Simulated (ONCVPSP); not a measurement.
## Plane-wave convergence, ONCV potential for Sn (Z = 50)

```
Element                 : Sn (Z = 50)
Generator               : ONCVPSP 4.0.1
Type                    : optimised norm-conserving Vanderbilt (ONCV)
Functional              : PBE
Relativity              : scalar-relativistic
Frozen core             : [Kr]
Valence charge          : 14
Reference configuration : 4d10 5s2 5p1.5 (charge +0.5)
Partial waves           : 5s: rc 2.10 bohr, ncon 3, nbas 8, qcut 2.8 1/bohr, 2 projectors, debl 3.6 Ha; 5p: rc 2.25 bohr, ncon 4, nbas 8, qcut 3.4 1/bohr, 2 projectors, debl 2.5 Ha; 4d: rc 1.05 bohr, ncon 5, nbas 9, qcut 9.6 1/bohr, 1 projector
Local potential         : polynomial inside 1.00 bohr (lpopt 5, dvloc0 0 Ha)
Core correction         : polynomial model core, fcfact 0.3
```

Problem. For each optimised wave give the share of its norm inside rc, the residual kinetic energy above qcut (Ha) and the cutoffs (Ha) for errors of 10, 1, 0.1 and 0.01 mHa per electron.

Solution.

```csv
wave,norm inside rc,residual KE,10 mHa,1 mHa,0.1 mHa,0.01 mHa
5s,0.423,4.8e-03,3.3,15.8,45.5,94.2
s projector 2,0.128,2.4e-01,19.9,55.1,84.4,not reached
5p,0.261,5.3e-04,1.6,5.1,14.5,36.4
p projector 2,0.132,2.5e-02,6.7,13.1,32.2,44.0
4d,0.522,6.9e-04,35.2,44.6,85.2,238.4
```

The occupied waves need 45 Ha and 85 Ha for 1 and 0.1 mHa. Note: ghosts flagged at negative energy: s at -134.1 eV, p at -37.9 eV; GHOST(+) flagged for s at 130.1 eV. A true bound ghost makes a file unfit for plane-wave use.
